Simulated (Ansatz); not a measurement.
C₄H₂Te⁺, that is Te(CCH)2 with one electron fewer. Total charge 1; doublet. Geometry PBE-D4/def2-SVP, that of the neutral singlet; atoms count from 1.

```xyz
7

Te    1.361   -0.526    1.010
C     1.268    0.770   -0.573
C     1.309    1.561   -1.512
H     1.327    2.255   -2.341
C    -0.628   -1.018    1.048
C    -1.800   -1.371    1.147
H    -2.837   -1.671    1.220
```

In the def2 sets Te takes a core potential; there is no spin–orbit coupling.

(1) Estimate the Mulliken populations from the PBE0/def2-TZVP orbitals of Ansatz.

(2) Where does the spin sit?

(3) And the Mayer bond orders between heavy atoms (over 0.3)?

## Answers

(1) 
```csv
atom,charge (e),spin (α − β)
Te1,0.98,0.72
C2,-0.19,-0.10
C3,-0.05,0.25
H4,0.25,-0.01
C5,-0.19,-0.10
C6,-0.05,0.25
H7,0.25,-0.01
```
Mulliken values depend strongly on the basis.

(2) Summed by element: Te 0.72, C 0.30, H -0.02, of 1 unpaired in all. Largest on single atoms: Te1 0.72, C6 0.25, C3 0.25.

(3) Te1–C2 1.15 (2.05 Å); Te1–C5 1.15 (2.05 Å); C2–C3 2.57 (1.23 Å); C5–C6 2.57 (1.23 Å).
